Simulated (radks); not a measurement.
Values are calculated unless marked as measured or tabulated.
Question: All-electron atom: the manganese ion Mn2+ in [Ne] 3s1.75 3p6 3d5 4s0.25 (fractional occupations, a model configuration). Code: a radial shooting solver on a logarithmic mesh with Libxc functionals. Model: non-relativistic Kohn-Sham, exchange-only B88, spin-unpolarised, spherical densities, point nucleus. Some entries of the table are withheld. Estimate them.

orbital  occ.  eigenvalue (eV)  <1/r> (bohr^-1)
1s          2        -6396.056              (1)
2s          2        -751.8602            5.221
2p          6        -647.4706              (2)
3s       1.75        -102.6690            1.643
3p          6              (3)            1.520
3d          5         -25.1153            1.181
4s       0.25         -19.2098           0.5011
4p          0         -13.8157           0.4171

Answer: 
(1) 1s <1/r> (bohr^-1): 24.52
(2) 2p <1/r> (bohr^-1): 5.172
(3) 3p eigenvalue (eV): -72.7988
